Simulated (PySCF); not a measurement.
## Correlation energy of Eu⁺ (europium, charge +1)

[Xe] 4f6 5d1 6s1, one real determinant (an excited configuration). All numbers are calculated (PySCF 2.14, scalar relativity by spin-free X2C-1e, in ANO-RCC-VTZP). Frozen: [Ar] 3d10; 34 electrons correlated.

MP2 pair energies summed by pair of shells (mhartree):

```json
{"pair": "4d-4f", "energy": "-195.74", "share (%)": "18.0"}
{"pair": "4d-4d", "energy": "-137.94", "share (%)": "12.7"}
{"pair": "4f-5p", "energy": "-135.99", "share (%)": "12.5"}
{"pair": "5p-5p", "energy": "-116.31", "share (%)": "10.7"}
{"pair": "4d-5p", "energy": "-91.19", "share (%)": "8.4"}
{"pair": "4f-4f", "energy": "-90.72", "share (%)": "8.4"}
{"pair": "4p-4d", "energy": "-53.39", "share (%)": "4.9"}
{"pair": "4p-4f", "energy": "-35.28", "share (%)": "3.3"}
{"pair": "5s-5p", "energy": "-35.20", "share (%)": "3.2"}
{"pair": "4f-5s", "energy": "-30.62", "share (%)": "2.8"}
{"pair": "4d-5s", "energy": "-27.03", "share (%)": "2.5"}
{"pair": "5p-5d", "energy": "-25.94", "share (%)": "2.4"}
{"pair": "5p-6s", "energy": "-18.69", "share (%)": "1.7"}
{"pair": "4p-4p", "energy": "-14.93", "share (%)": "1.4"}
{"pair": "4f-5d", "energy": "-9.87", "share (%)": "0.9"}
{"pair": "4p-5p", "energy": "-9.56", "share (%)": "0.9"}
{"pair": "4s-4d", "energy": "-8.70", "share (%)": "0.8"}
{"pair": "4s-4f", "energy": "-6.16", "share (%)": "0.6"}
{"pair": "4s-4p", "energy": "-6.15", "share (%)": "0.6"}
{"pair": "5s-5s", "energy": "-6.02", "share (%)": "0.6"}
{"pair": "4f-6s", "energy": "-5.53", "share (%)": "0.5"}
{"pair": "4d-5d", "energy": "-5.21", "share (%)": "0.5"}
{"pair": "4p-5s", "energy": "-4.62", "share (%)": "0.4"}
{"pair": "5s-5d", "energy": "-3.83", "share (%)": "0.4"}
{"pair": "5d-6s", "energy": "-3.39", "share (%)": "0.3"}
{"pair": "4d-6s", "energy": "-2.94", "share (%)": "0.3"}
{"pair": "4s-4s", "energy": "-1.14", "share (%)": "0.1"}
{"pair": "4s-5p", "energy": "-1.10", "share (%)": "0.1"}
{"pair": "5s-6s", "energy": "-1.01", "share (%)": "0.1"}
{"pair": "4p-5d", "energy": "-0.44", "share (%)": "0.0"}
```

Total MP2 correlation energy: -1085.3 mhartree.

Same-spin part -441.71 and opposite-spin part -643.60 mhartree; SCS-MP2 scales them by 1/3 and 6/5 to -919.55 mhartree.

The reference is one real determinant that mixes LS terms of this configuration.
